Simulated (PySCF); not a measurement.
H3Si2, SMILES [Si][SiH3] (connectivity only; charge and spin as stated), charge +1, multiplicity 1. The structure is a stationary point at PBE0-D3(BJ)/def2-TZVP. The spin state was assumed, not searched. The isomer is the one that the SMILES or the coordinates give; other isomers of the formula were not compared.

The numbers are results of PBE0-D3(BJ)/def2-TZVP (PySCF 2.14.0), not measurements.

Harmonic wavenumbers (cm⁻¹): 242, 243, 387, 780, 883, 883, 2206, 2236, 2236. Rotational constants (GHz): 80.66, 5.562, 5.562; symmetry number 3.

Task: Work out the zero-point energy and the ideal-gas rigid-rotor harmonic-oscillator thermochemistry at 298.15 K and 1 atm.

Result: ZPE = ½ Σ hcν = ½ × 10097 cm⁻¹ = 14.43 kcal/mol. H − E(el) = 17.76 kcal/mol. Entropy in cal/(mol K): translation 38.16, rotation 20.20, vibration 5.11, total 63.46. G − E(el) = -1.16 kcal/mol. Cp = 14.74 cal/(mol K).
